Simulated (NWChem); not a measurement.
# Si$_{2}$H$_{3}$F, singlet; SMILES F[Si][SiH3]

```xyz
6

Si     0.5223    -0.8814     0.4468
F     -0.6483    -1.4746    -0.5436
Si    -0.0806     1.4523     0.0701
H      0.7829     2.4131     0.8287
H     -1.5071     1.6731     0.4788
H      0.0310     1.7682    -1.3923
```
Atoms are numbered in this order, from 1.

Results from NWChem. Geometry optimised at PBE0/def2-SVP; all other runs use it. Low-valent species are run as closed-shell singlets; no triplet was tried in these runs.

| quantity | level | value |
|---|---|---|
| −ε(HOMO) (eV) | PBE/def2-SVP | [?] |
| solvation free energy (kcal/mol) in water | PBE0/def2-SVP, SMD | 0.0 |
| isotropic polarisability (bohr³), static | CAM-B3LYP/def2-SVPD | 64.4 |
| vertical, lowest state with f > 0.02, singlet (eV) | CAM-B3LYP/def2-SVPD, TDA | 4.84 |
| dipole (D) | PBE0/def2-SVP | [?] |
| highest harmonic frequency (cm⁻¹) | PBE0/def2-SVP | [?] |

**Question.** Complete the blanks.

**Answer.** 
- −ε(HOMO) (eV), value: 5.38
- dipole (D), value: 0.88
- highest harmonic frequency (cm⁻¹), value: 2217
